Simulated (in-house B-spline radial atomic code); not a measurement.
# RPA and G0W0 on SCAN: C2+

Configuration [He] 2s2, mean-field start SCAN. Computed with a B-spline radial code for spherical atoms: all electrons, non-relativistic, point nucleus, each spin shell either full or empty, empty states to l = 9 with an (l + 1/2)⁻⁴ tail; G0W0 by contour deformation at full frequency.

Command:
```bash
python run_gw.py task.json out
```
Settings (radii: box in bohr, nucleus in fm):
```
Z                        6
electrons                4
configuration            [He] 2s2
hamiltonian              nr
method                   scan,scan
lmax                     9
spin_polarised           False
box_radius               17.55
intervals                45
ion_configuration        [He] 2s1
```

Run time, properties included: 1.5 s on 1 thread of Arm Neoverse N1, with other jobs on the host.

Energies (hartree):

```
                                     term      value
                         mean-field total  -36.48997
Hartree-Fock functional on these orbitals  -36.40737
                      direct second order   -0.30129
                    second-order exchange    0.14797
                         SOSEX correction    0.10903
```

Problem. What is the RPA correlation energy, and what remains with SOSEX?

Solution. RPA gives -0.22222 hartree (-1.51 eV per electron); RPA + SOSEX gives -0.11319, and the second-order doubles -0.15333 hartree (no singles). SOSEX takes back 49 % of the RPA value.

Quasi-particle levels (eV):

| level | occupied | mean field | Σx - vxc | Σc | QP weight | G0W0 |
| --- | --- | --- | --- | --- | --- | --- |
| 2s | yes | -40.69 | -5.38 | ? | ? | ? |
| 2p | no | -31.23 | 8.12 | -1.72 | 0.942 | -24.834 |

G0W0 = mean field + (Σx - vxc) + Σc, with Σc (partial-wave tail included) taken at the quasi-particle energy. Levels of low weight are left out.

Problem. Where does G0W0 put 2s?

Solution. At -47.87 eV, with Σc = -1.79 eV and a quasi-particle weight of 0.930. The tabulated removal energy is 47.888 eV (NIST, measured).
